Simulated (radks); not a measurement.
The mean radii <r> (bohr) of the occupied orbitals of an atom or ion are listed with their occupations. Calculated with a radial shooting solver on a logarithmic mesh with Libxc functionals: non-relativistic Kohn-Sham, BLYP, spin-polarised, spherical densities, point nucleus.

| orbital | occ. | <r> |
|---|---|---|
| 1s up | 1 | 0.09728 |
| 1s down | 1 | 0.09728 |
| 2s up | 1 | 0.4797 |
| 2s down | 1 | 0.4797 |
| 2p up | 3 | 0.4406 |
| 2p down | 3 | 0.4405 |
| 3s up | 1 | 1.484 |
| 3s down | 1 | 1.485 |
| 4s up | 1 | 3.338 |

Name the element and its charge. Open shells, if any, are filled with parallel spins first.

Answer. Z = 16, sulfur, charge +3: S3+ in [Ne] 3s2 4s1. The 1s radius gives Z: for a bare nucleus <r> = 1.5/Z, 0.09375 bohr for Z = 16, and screening makes it slightly larger (0.09728 here). The occupations add up to 13, and the charge is Z minus that.
